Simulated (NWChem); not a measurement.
System: BGeH4F; SMILES F[BH][GeH3]

Input file for NWChem:

```
start job
memory heap 200 mb stack 900 mb global 1100 mb
geometry units angstroms noautoz
  B      0.567295    -1.214030     0.000000
  F     -0.315014    -2.207953     0.000000
  Ge    -0.068878     0.771475     0.000000
  H      0.502521     1.509068    -1.243325
  H     -1.610578     0.940112     0.000000
  H      0.502521     1.509068     1.243325
  H      1.749706    -1.526617     0.000000
end
basis spherical
  B library 6-31g*
  F library 6-31g*
  Ge library 6-31g*
  H library 6-31g*
end
dft
  xc slater vwn_5
  iterations 150
end
tddft
  nroots 6
  notriplet
end
task tddft energy
```

The geometry was optimised at PBE-D3(BJ)/def2-SVP.

Vertical excitations in the gas phase.

Problem. Predict the main results of this run. (LDA (Slater exchange, VWN5)/6-31G* (spherical d), full TDDFT.) Quantities: lowest excitation, singlet (eV); oscillator strength of that lowest state; lowest state with f > 0.02, singlet (eV); oscillator strength of that bright state; orbital gap (eV).

Solution. The lowest excitation, singlet (eV) comes out as 4.45, the oscillator strength of that lowest state comes out as 0.003 and the lowest state with f > 0.02, singlet (eV) comes out as 6.06. The oscillator strength of that bright state is 0.052. The orbital gap (eV) comes out as 4.14.
